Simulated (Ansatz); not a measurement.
One change: `[SiH3][SiH2]N[SiH2]Cl` becomes `CCN[SiH2]Cl`.

Ansatz, PBE0-D4/def2-TZVP geometries, multiplicity 1. Each molecule was computed in one conformer, which needn't be the lowest.

| property | `[SiH3][SiH2]N[SiH2]Cl` |
| --- | --- |
| HOMO–LUMO gap (PBE0/def2-TZVPP) / eV | 7.51 |
| LUMO energy (PBE0/def2-TZVPP) / eV | -0.51 |
| HOMO–LUMO gap (ωB97M-V/def2-TZVPP) / eV | 11.47 |
| LUMO energy (PBE/def2-TZVPP) / eV | -1.34 |
| HOMO–LUMO gap (B3LYP/def2-TZVPP) / eV | 7.12 |
| zero-point energy (PBE0-D4/def2-TZVP) / kJ/mol | 204.3 |

(1) What does the change do to each property? (Best estimate.)

Answers

(1) Ansatz gave: 
| property | `CCN[SiH2]Cl` | shift |
| --- | --- | --- |
| HOMO–LUMO gap (PBE0/def2-TZVPP) / eV | 7.90 | 0.39 |
| LUMO energy (PBE0/def2-TZVPP) / eV | 0.59 | 1.10 |
| HOMO–LUMO gap (ωB97M-V/def2-TZVPP) / eV | 11.78 | 0.31 |
| LUMO energy (PBE/def2-TZVPP) / eV | -0.25 | 1.09 |
| HOMO–LUMO gap (B3LYP/def2-TZVPP) / eV | 7.41 | 0.29 |
| zero-point energy (PBE0-D4/def2-TZVP) / kJ/mol | 268.6 | 64.3 |

With PBE0 the HOMO rises by 0.73 eV and the LUMO rises by 1.10 eV, so the gap widens by about 0.37 eV. PBE moves the HOMO by 0.74 eV and ωB97M-V by 0.67 eV.

B3LYP here is the variant with VWN-RPA as its local correlation; programs differ in this.
